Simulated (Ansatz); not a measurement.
Born–Oppenheimer molecular dynamics of C2H9NSi (13 atoms, charge 0, multiplicity 1). It starts from a relaxed structure.

All numbers below come from Ansatz, RKS B3LYP-D4/def2-SVP.

| Quantity | Value |
| --- | --- |
| ensemble | NVE (Milne-controlled integrator) |
| time step | 0.25 fs |
| steps asked | 250 |
| starting velocities drawn for | 300 K |
| seed | 565792 |

First frame:

```xyz
13
Properties=species:S:1:pos:R:3
Si 0.033 -0.023 -0.058
H 0.053 -0.119 1.444
N 1.613 0.072 -0.794
H 2.220 -0.743 -0.750
H 2.167 0.912 -0.648
C -0.908 1.540 -0.517
H -1.922 1.528 -0.084
H -0.399 2.443 -0.140
H -1.000 1.635 -1.611
C -0.816 -1.568 -0.717
H -1.825 -1.675 -0.284
H -0.911 -1.524 -1.814
H -0.250 -2.479 -0.461
```

**Question.** How far do the bonds stretch over the last three quarters of this one trajectory? (Pairs bonded in most of those frames.)

**Answer.** 
```csv
bond,mean (Å),spread (Å),shortest,longest
Si1–H2,1.510,0.042,1.45,1.57
Si1–N3,1.740,0.021,1.71,1.77
Si1–C6,1.892,0.028,1.85,1.93
Si1–C10,1.891,0.014,1.87,1.92
N3–H4,1.016,0.005,1.01,1.02
N3–H5,1.015,0.009,1.00,1.03
C6–H7,1.104,0.005,1.09,1.11
C6–H8,1.105,0.008,1.09,1.12
C6–H9,1.102,0.018,1.07,1.13
C10–H11,1.102,0.003,1.10,1.11
C10–H12,1.108,0.031,1.06,1.15
C10–H13,1.105,0.032,1.06,1.15
```

Mean temperature of the second half: 126 K. The conserved energy stayed within 0.00077 meV per atom of its start (net change 0 meV per atom), so the integration is sound. A run of 0.062 ps of so small a system gives no equilibrium averages.

Run time: 5.2 min on 4 threads of Arm Neoverse V2, on a shared host, peak memory 0.22 GiB.
